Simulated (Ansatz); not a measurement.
`O[SiH2][Si](O)(F)F` and `O[SiH](F)F` differ in one atom or group.

Ansatz, PBE0-D4/def2-TZVP geometries, multiplicity 1. Each molecule was computed in one conformer, which needn't be the lowest.

```tsv
property	`O[SiH2][Si](O)(F)F`
size of the dipole moment (PBE/def2-TZVPP) / D	1.25
HOMO–LUMO gap (PBE/def2-TZVPP) / eV	5.46
HOMO–LUMO gap (PBE0/def2-TZVPP) / eV	7.71
LUMO energy (ωB97M-V/def2-TZVPP) / eV	1.03
LUMO energy (B3LYP/def2-TZVPP) / eV	-0.92
HOMO–LUMO gap (ωB97M-V/def2-TZVPP) / eV	11.57
```

Question: What does the change do to each property? (An estimate is asked.)

Answer: The calculation gave: 
```
                                      property  `O[SiH](F)F`  shift
size of the dipole moment (PBE/def2-TZVPP) / D          1.19  -0.06
           HOMO–LUMO gap (PBE/def2-TZVPP) / eV          8.17   2.71
          HOMO–LUMO gap (PBE0/def2-TZVPP) / eV         10.92   3.21
         LUMO energy (ωB97M-V/def2-TZVPP) / eV          2.04   1.01
           LUMO energy (B3LYP/def2-TZVPP) / eV          0.16   1.08
       HOMO–LUMO gap (ωB97M-V/def2-TZVPP) / eV         14.91   3.34
```

With PBE0 the HOMO falls by 1.96 eV and the LUMO rises by 1.26 eV, so the gap widens by about 3.22 eV. PBE moves the HOMO by -1.49 eV and ωB97M-V by -2.33 eV. Dipoles are sizes alone; their direction can turn.

B3LYP here is the variant with VWN-RPA as its local correlation; programs differ in this.
